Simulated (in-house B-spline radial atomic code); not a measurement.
Results of a calculation; reference values are marked as such.
## Making a Troullier-Martins s channel for Mo, r_c = 1.42 bohr

Mo, [Kr] 4d5 5s1, non-relativistic LDA (VWN5), spherical and spin-unpolarised, from an all-electron radial atomic-structure program (B-spline basis) (atomic units). The all-electron 4s level is ε = -2.234823 hartree, its outermost node lies just inside 0.54 bohr and its outer maximum at 1.01 bohr.

Inside r_c the pseudo-orbital is u(r) = r^1 exp(p(r)), with p = c0 + c2 r² + c4 r⁴ + … + c12 r¹². The seven coefficients follow from p and its first four derivatives at r_c, from zero curvature of the screened potential at the origin, c4 = −c2²/(2l + 5), and from the norm inside r_c. At r_c the all-electron orbital has P = 0.8041505, P' = -0.9940154, the screened potential V = -2.251395, V' = 3.937059, V'' = -9.231237, and the norm inside is Q = 0.786861.

Problem. What are p, p' and p'' at r_c?

Solution. p = ln(P/r_c^1) = ln(0.8041505/1.42) = -0.56863. p' = P'/P − 1/r_c = -1.23611 − 0.70423 = -1.94033. The radial equation gives p'' = 2(V − ε) − 2(1) p'/r_c − p'² = -0.03314 − (-2.73286) − 3.76489 = -1.06517. Differentiating, p''' = 2V' + 2(1)p'/r_c² − 2(1)p''/r_c − 2p'p'' = 3.3162, and p'''' = 2V'' − 4(1)p'/r_c³ + 4(1)p''/r_c² − 2(1)p'''/r_c − 2p''² − 2p'p''' = -11.936.

For a trial c2 the five matching conditions are linear in c0, c6, c8, c10 and c12, and c2 is varied until the norm inside r_c equals Q. The root nearest zero gives:

```csv
n,c_n
0,-0.2239339
2,0.8902477
4,-0.1585082
6,-1.018082
8,0.771241
10,-0.2264174
12,0.02453456
```

Problem. Check c4 and p(r_c), and find the screened pseudopotential at the origin.

Solution. −c2²/5 = -0.158508, as listed. The terms c_n r_c^n are -0.22393, 1.79510, -0.64447, -8.34666, 12.74961, -7.54733, 1.64907, which sum to -0.56863. Inverting the radial equation, V_l(r) = ε + 1 p'/r + (p'' + p'²)/2, so V_l(0) = ε + (2l + 3) c2 = -2.234823 + 3 × (0.890248) = 0.4359 hartree, finite where the all-electron potential diverges.

Orbitals and screened potentials:

```csv
r (bohr),P,u,V all-electron,V pseudo
0.142,0.2833,0.1156,-174.8,0.4269
0.355,-0.5825,0.3161,-40.16,0.1135
0.568,0.1751,0.5796,-16.72,-1.293
0.781,0.8756,0.8788,-8.825,-3.73
0.994,1.09,1.059,-5.256,-5.018
1.207,1.002,0.9996,-3.349,-3.712
1.42,0.8042,0.8042,-2.251,-2.251
```

Logarithmic derivatives P'/P at R = 1.72 bohr, for energies E around ε:

| E − ε (hartree) | all-electron | pseudo |
| --- | --- | --- |
| -0.5 | 0.312072 | 0.304663 |
| -0.25 | -0.373595 | -0.377065 |
| -0.1 | -0.994293 | -0.995172 |
| 0 | -1.56963 | -1.56963 |
| 0.1 | -2.36749 | -2.36942 |
| 0.25 | -4.41877 | -4.44593 |
| 0.5 | -23.7762 | -25.8832 |

Problem. With P(R) = 0.5248701 and a norm of 0.9195303 inside R, what slope in energy does norm conservation fix?

Solution. d(P'/P)/dE = −2 × (norm inside R)/P(R)² = -6.6756 per hartree·bohr at E = ε, for both atoms, since orbital and norm agree at R. Differences over ±0.1 hartree give -6.8660 (all-electron) and -6.8712 (pseudo), which also hold third-order terms. Half a hartree below ε the two curves differ by -0.0074.
